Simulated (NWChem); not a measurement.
System: GaHOClF; SMILES [OH][Ga]([F])[Cl]

Results from NWChem. The geometry was optimised at B3LYP/6-31G* (spherical d). One conformer.

Diagonal of the polarisability tensor at PBE0/def2-SVPD, static: 42.40, 52.74, 34.50 bohr³.

### Question
Find the mean polarisability volume, the molar refraction, and the refractive index that an ideal gas of it would have at 273.15 K and 1 atm.

### Answer

1. Mean: one third of the trace = 43.21 bohr³ × 0.14818 Å³/bohr³ = 6.40 Å³.
2. Molar refraction (Lorentz-Lorenz): (4π/3) N_A α = 16.2 cm³/mol.
3. Number density p/kT = 2.687 × 10⁻⁵ Å⁻³; n − 1 = 2π N α = 10.81 × 10⁻⁴.
4. These hold the electronic response alone: vibrational and orientational terms add to the static dielectric constant.
